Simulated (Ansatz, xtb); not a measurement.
## Relative energy of two isomers of C5H5B

Structure a: `C#CBC#CC`, a singlet. Structure b: `C#CC#CBC`, a singlet. Both are isolated molecules in the gas phase, relaxed with PBE0-D3(BJ)/def2-SVP.

Quicker runs give these differences E(b) − E(a): GFN2-xTB +1.9 kcal/mol; HF/STO-3G +5.1 kcal/mol (at GFN2-xTB geometries); r2SCAN-D4/def2-SVP +1.2 kcal/mol (at GFN2-xTB geometries).

Estimate E(b) − E(a) at the level CCSD(T)/def2-SVP + ΔMP2/def2-TZVPP.

Calculated at CCSD(T)/def2-SVP + ΔMP2/def2-TZVPP: E(b) − E(a) = +4.9 kcal/mol, so structure a lies lower.

The same difference at several levels:

```csv
level,geometry,E(b) − E(a) (kcal/mol),departure from the last row (kcal/mol),"job, with rough time for the two"
GFN2-xTB,GFN2-xTB,+1.9,−3.0,"optimisation, 0.2 s"
HF/STO-3G,GFN2-xTB,+5.1,+0.2,"single point, 0.37 s"
r2SCAN-D4/def2-SVP,GFN2-xTB,+1.2,−3.7,"single point, 2.9 s"
PBE0-D3(BJ)/def2-SVP,PBE0-D3(BJ)/def2-SVP,+2.2,−2.7,"optimisation, 48 s"
HF/def2-SVP,PBE0-D3(BJ)/def2-SVP,+7.3,+2.3,part of the CCSD(T) run
MP2/def2-SVP,PBE0-D3(BJ)/def2-SVP,+3.1,−1.9,part of the CCSD(T) run
CCSD(T)/def2-SVP,PBE0-D3(BJ)/def2-SVP,+4.3,−0.6,single point
CCSD(T)/def2-SVP + ΔMP2/def2-TZVPP,PBE0-D3(BJ)/def2-SVP,+4.9,,"single point, 37 s"
```

As drawn, both hold the same kinds of bond in the same numbers.

None of the levels shown reverses the order. The largest departure from CCSD(T)/def2-SVP + ΔMP2/def2-TZVPP is that of r2SCAN-D4/def2-SVP, 3.7 kcal/mol. A small imaginary or near-zero mode remains, so no thermal terms are given. The last row adds to CCSD(T) the change of the MP2 difference between the two basis sets, here +0.6 kcal/mol.

The correlated steps freeze 6 core orbitals. Programs: Ansatz 0.2.0, xtb 6.7.1; the last row on 2 threads of Intel(R) Xeon(R) Processor @ 2.70GHz on a shared host.
